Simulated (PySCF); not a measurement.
Compound: WO2(CH2SiH3)2, C2H10O2Si2W (singlet state).
Cartesian coordinates in Å at the PBE0-D3(BJ)/def2-SVP level; atoms count from 1:
```
atom  x, y, z in Å
W1     0.4899   -0.0258    0.1313
O2     0.7769   -0.1647    1.8058
O3     1.9632    0.0418   -0.7228
C4    -0.5742    1.7477   -0.2189
Si5    0.2757    3.3995    0.1402
H6    -0.8556    1.7359   -1.2908
H7    -1.4994    1.6972    0.3867
H8     0.6424    3.4750    1.5844
H9     1.5024    3.5314   -0.6975
H10   -0.6578    4.5235   -0.1818
C11   -0.5618   -1.7313   -0.4893
Si12   0.0402   -3.3874    0.2024
H13   -1.6108   -1.5901   -0.1604
H14   -0.5407   -1.7659   -1.5941
H15    1.5107   -3.5301   -0.0051
H16   -0.2698   -3.4437    1.6603
H17   -0.6598   -4.5135   -0.4901
```

Method used: PBE0-D3(BJ)/def2-SVP geometry optimisation, gas phase, def2 core potentials past Kr (PySCF).

Problem. Which atoms are bound to W1, and at what distances?

Solution. 4 atoms: O3 1.704 Å, O2 1.705 Å, C11 2.098 Å, C4 2.098 Å. The nearest atom not counted as bound is H6, at 2.63 Å (others tie with it).

Problem. List the angles at W1.

Solution. 
```csv
angle,degrees,distance of the outer atoms (Å)
C4–W1–C11,112.6,3.49
O2–W1–O3,110.5,2.80
O3–W1–C4,108.7,3.10
O2–W1–C4,108.6,3.10
O3–W1–C11,108.5,3.09
O2–W1–C11,108.0,3.08
```

Problem. What is the shape at W1?

Solution. Tetrahedral: angles from 108.0° to 112.6°; τ4 = (360° − α − β)/141° = 0.97 with α and β the two widest (0 for a square, 1 for a tetrahedron).

Problem. What are the other bond lengths?

Solution. C4–Si5, C11–Si12 1.893 Å; C4–H6 and 3 like bonds 1.107 Å; Si5–H8 and 5 like bonds 1.493 Å.

Problem. Give some angles away from the centre.

Solution. W1–C4–Si5 118.6°, W1–C11–Si12 116.3°.

Problem. What are the rotational constants (commonest isotopes, rigid rotor)?

Solution. A = 3208, B = 565.7, C = 558.6 MHz: a near-prolate asymmetric top.

Point group: C1 (no symmetry element, even within 0.4 Å). Charge 0, singlet. No PBE0-D3(BJ)/def2-SVP frequencies stand behind this structure, so it isn't proved a minimum.

Hardware: one thread of an Arm Neoverse V2, shared host. Cost: 6.3 min, 0.73 GiB resident at most. That covers the optimisation of the geometry.
